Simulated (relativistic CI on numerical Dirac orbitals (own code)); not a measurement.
Line list: Forbidden lines, Yb XII

Computed by Dirac-Coulomb-Breit CI, separate exchange-only KLI orbitals for each configuration, model QED (radiative potential, 1s self-energy scaled to tabulated hydrogen-like ionisation energies), unscaled Slater integrals (own radial code, finite nucleus).

Configurations in the expansion (outside the closed core [Ar] 3d10 4p6 4d10): 4s2.4f11.5s2, 4s2.4f10.5s2.5p, 4s2.4f11.5s.5p, 4s2.4f13, 4s2.4f12.5s, 4s2.4f12.5p, 4s2.4f10.5s2.5d, 4s2.4f11.5s.6s, 4s.4f13.5s, 4s.4f13.5p, 4s.4f14, 4s.4f13.6s, 4f13.5s2, 4f13.5s.5p, 4f14.5s, 4f13.5s.6s. Double excitations out of closed p, d and f shells are left out; levels of such configurations are missing from the list, as are those of other unlisted configurations, and high levels can miss mixing partners.

| λ vac (Å) | Lower | Upper | Type | A (s⁻¹) | E lower (eV) | E upper (eV) |
| --- | --- | --- | --- | --- | --- | --- |
| 2948.5 | 4s2.4f10.5s2.5p 6H°_15/2 [1] | 4s2.4f10.5s2.5p 4I°_15/2 [15] | M1 | 1.61e+02 | 0.0000 | 4.2050 |
| 3204.0 | 4s2.4f10.5s2.5p 4K°_17/2 [2] | 4s2.4f10.5s2.5p 2L°_17/2 [21] | M1 | 6.30e+01 | 0.6157 | 4.4853 |
| 3454.3 | 4s2.4f10.5s2.5p 4K°_17/2 [2] | 4s2.4f10.5s2.5p 4I°_15/2 [15] | M1 | 1.53e+01 | 0.6157 | 4.2050 |
| 3709.7 | 4s2.4f10.5s2.5p 6H°_13/2 [3] | 4s2.4f10.5s2.5p 6F°_11/2 [20] | M1 | 3.57e+01 | 1.1300 | 4.4722 |
| 4032.1 | 4s2.4f10.5s2.5p 6H°_13/2 [3] | 4s2.4f10.5s2.5p 4I°_15/2 [15] | M1 | 5.50e+00 | 1.1300 | 4.2050 |
| 4380.8 | 4s2.4f10.5s2.5p 6I°_11/2 [5] | 4s2.4f10.5s2.5p 4F°_9/2 [22] | M1 | 2.47e+01 | 1.8925 | 4.7227 |
| 4401.7 | 4s2.4f10.5s2.5p 6K°_15/2 [4] | 4s2.4f10.5s2.5p 2L°_17/2 [21] | M1 | 1.02e+01 | 1.6686 | 4.4853 |
| 4707.2 | 4s2.4f10.5s2.5p 6H°_13/2 [3] | 4s2.4f10.5s2.5p 4G°_11/2 [12] | M1 | 8.61e-01 | 1.1300 | 3.7640 |
| 4917.3 | 4s2.4f10.5s2.5p 6I°_11/2 [5] | 4s2.4f10.5s2.5p 6G°_9/2 [18] | M1 | 2.05e+00 | 1.8925 | 4.4138 |
| 5012.7 | 4s2.4f10.5s2.5p 6H°_15/2 [1] | 4s2.4f10.5s2.5p 6K°_13/2 [6] | M1 | 7.41e+00 | 0.0000 | 2.4734 |
| 5596.4 | 4s2.4f10.5s2.5p 6I°_9/2 [7] | 4s2.4f10.5s2.5p 4F°_9/2 [22] | M1 | 2.20e+00 | 2.5072 | 4.7227 |
| 6203.0 | 4s2.4f10.5s2.5p 6K°_13/2 [6] | 4s2.4f10.5s2.5p 6F°_11/2 [20] | M1 | 3.83e+00 | 2.4734 | 4.4722 |
| 6624.8 | 4s2.4f10.5s2.5p 6I°_11/2 [5] | 4s2.4f10.5s2.5p 4G°_11/2 [12] | M1 | 1.45e+00 | 1.8925 | 3.7640 |
| 6709.3 | 4s2.4f10.5s2.5p 6H°_13/2 [3] | 4s2.4f10.5s2.5p 6K°_11/2 [8] | M1 | 2.88e+00 | 1.1300 | 2.9780 |
| 7106.5 | 4s2.4f10.5s2.5p 6K°_11/2 [8] | 4s2.4f10.5s2.5p 4F°_9/2 [22] | M1 | 1.79e+00 | 2.9780 | 4.7227 |
| 7430.4 | 4s2.4f10.5s2.5p 6H°_15/2 [1] | 4s2.4f10.5s2.5p 6K°_15/2 [4] | M1 | 3.13e+00 | 0.0000 | 1.6686 |
| 7831.9 | 4s2.4f10.5s2.5p 6D°_9/2 [9] | 4s2.4f10.5s2.5p 4F°_9/2 [22] | M1 | 4.06e+00 | 3.1396 | 4.7227 |
| 8710.4 | 4s2.4f10.5s2.5p 6I°_11/2 [5] | 4s2.4f10.5s2.5p 6K°_9/2 [10] | M1 | 5.63e+00 | 1.8925 | 3.3159 |
| 8813.2 | 4s2.4f10.5s2.5p 6K°_9/2 [10] | 4s2.4f10.5s2.5p 4F°_9/2 [22] | M1 | 7.08e+00 | 3.3159 | 4.7227 |
| 8858.8 | 4s2.4f10.5s2.5p 6I°_7/2 [11] | 4s2.4f10.5s2.5p 4F°_9/2 [22] | M1 | 1.02e+00 | 3.3231 | 4.7227 |
| 9229.5 | 4s2.4f10.5s2.5p 6H°_13/2 [3] | 4s2.4f10.5s2.5p 6K°_13/2 [6] | M1 | 7.03e+00 | 1.1300 | 2.4734 |
| 9606.9 | 4s2.4f10.5s2.5p 6K°_13/2 [6] | 4s2.4f10.5s2.5p 4G°_11/2 [12] | M1 | 3.97e+00 | 2.4734 | 3.7640 |
| 9730.1 | 4s2.4f10.5s2.5p 6D°_9/2 [9] | 4s2.4f10.5s2.5p 6G°_9/2 [18] | M1 | 3.13e+00 | 3.1396 | 4.4138 |
| 9941.5 | 4s2.4f10.5s2.5p 6I°_11/2 [5] | 4s2.4f10.5s2.5p 6D°_9/2 [9] | M1 | 8.59e-01 | 1.8925 | 3.1396 |
| 10971.6 | 4s2.4f10.5s2.5p 6H°_15/2 [1] | 4s2.4f10.5s2.5p 6H°_13/2 [3] | M1 | 3.93e+01 | 0.0000 | 1.1300 |
| 11421.4 | 4s2.4f10.5s2.5p 6I°_11/2 [5] | 4s2.4f10.5s2.5p 6K°_11/2 [8] | M1 | 6.57e+00 | 1.8925 | 2.9780 |
| 11775.4 | 4s2.4f10.5s2.5p 4K°_17/2 [2] | 4s2.4f10.5s2.5p 6K°_15/2 [4] | M1 | 2.46e+01 | 0.6157 | 1.6686 |
| 14477.3 | 4s2.4f10.5s2.5p 6F°_7/2 [14] | 4s2.4f10.5s2.5p 6G°_7/2 [23] | M1 | 2.73e+00 | 3.9206 | 4.7770 |
| 15196.4 | 4s2.4f10.5s2.5p 6I°_9/2 [7] | 4s2.4f10.5s2.5p 6I°_7/2 [11] | M1 | 1.57e+01 | 2.5072 | 3.3231 |
| 15332.3 | 4s2.4f10.5s2.5p 6I°_9/2 [7] | 4s2.4f10.5s2.5p 6K°_9/2 [10] | M1 | 1.78e+00 | 2.5072 | 3.3159 |
| 15405.7 | 4s2.4f10.5s2.5p 6K°_15/2 [4] | 4s2.4f10.5s2.5p 6K°_13/2 [6] | M1 | 1.70e+01 | 1.6686 | 2.4734 |
| 15458.5 | 4s2.4f10.5s2.5p 6F°_7/2 [14] | 4s2.4f10.5s2.5p 4F°_9/2 [22] | M1 | 1.08e+00 | 3.9206 | 4.7227 |
| 15774.6 | 4s2.4f10.5s2.5p 6K°_11/2 [8] | 4s2.4f10.5s2.5p 4G°_11/2 [12] | M1 | 6.78e-01 | 2.9780 | 3.7640 |
| 15874.8 | 4s2.4f10.5s2.5p 6D°_9/2 [9] | 4s2.4f10.5s2.5p 6F°_7/2 [14] | M1 | 6.68e+00 | 3.1396 | 3.9206 |
| 16262.0 | 4s2.4f10.5s2.5p 6H°_13/2 [3] | 4s2.4f10.5s2.5p 6I°_11/2 [5] | M1 | 2.01e+01 | 1.1300 | 1.8925 |
| 19078.7 | 4s2.4f10.5s2.5p 4G°_11/2 [12] | 4s2.4f10.5s2.5p 6G°_9/2 [18] | M1 | 4.10e+00 | 3.7640 | 4.4138 |
| 19605.7 | 4s2.4f10.5s2.5p 6I°_9/2 [7] | 4s2.4f10.5s2.5p 6D°_9/2 [9] | M1 | 2.02e+00 | 2.5072 | 3.1396 |
| 19857.4 | 4s2.4f10.5s2.5p 6D°_9/2 [9] | 4s2.4f10.5s2.5p 4G°_11/2 [12] | M1 | 1.12e+00 | 3.1396 | 3.7640 |
| 20137.4 | 4s2.4f10.5s2.5p 6H°_15/2 [1] | 4s2.4f10.5s2.5p 4K°_17/2 [2] | M1 | 1.19e+00 | 0.0000 | 0.6157 |
| 20168.2 | 4s2.4f10.5s2.5p 6I°_11/2 [5] | 4s2.4f10.5s2.5p 6I°_9/2 [7] | M1 | 1.09e+01 | 1.8925 | 2.5072 |
| 22738.2 | 4s2.4f10.5s2.5p 6G°_5/2 [16] | 4s2.4f10.5s2.5p 6G°_7/2 [23] | M1 | 1.71e+00 | 4.2317 | 4.7770 |
| 23021.7 | 4s2.4f10.5s2.5p 6H°_13/2 [3] | 4s2.4f10.5s2.5p 6K°_15/2 [4] | M1 | 9.17e-01 | 1.1300 | 1.6686 |
| 24570.6 | 4s2.4f10.5s2.5p 6K°_13/2 [6] | 4s2.4f10.5s2.5p 6K°_11/2 [8] | M1 | 4.81e+00 | 2.4734 | 2.9780 |
| 30360.2 | 4s2.4f10.5s2.5p 6F°_7/2 [14] | 4s2.4f10.5s2.5p 6F°_5/2 [17] | M1 | 2.05e+00 | 3.9206 | 4.3290 |
| 36696.7 | 4s2.4f10.5s2.5p 6K°_11/2 [8] | 4s2.4f10.5s2.5p 6K°_9/2 [10] | M1 | 1.09e+00 | 2.9780 | 3.3159 |

Terms are leading LS components. Brackets give the number of a level in order of energy, since labels repeat. The list gives strong lines, with weight on those to low levels, among the lowest 200 of 2438 levels, so that lines to higher ones, which can be the strongest, are missing. Levels whose partners in the same complex of configurations lie outside the list can be far off, and so can their lines. Rates are taken at the computed energies, electric ones in the length gauge.

At this charge transitions that keep the count of f electrons are usually good to a few per cent. Terms inside the open d or f shell come out 10 to 20 % too wide with unscaled integrals. Levels and lines within the n = 5 or 6 shells can be off by up to 10 % or somewhat more, and those that change n by about 2 %, since core polarisation is missing. Levels that differ in their count of f electrons can be misplaced by several ten thousand cm⁻¹, since the correlation energy of f electrons is missing or only estimated; rates across such gaps can be off by orders of magnitude. The computed lowest level isn't the tabulated ground level, which NIST ASD gives as 4f11 5s2 4I°15/2; for such ions that label comes from theory and may be the wrong one.

LS names give the leading component of a level, which can be under half, so a name can repeat, a term be missing and a line seem to break the LS rules.
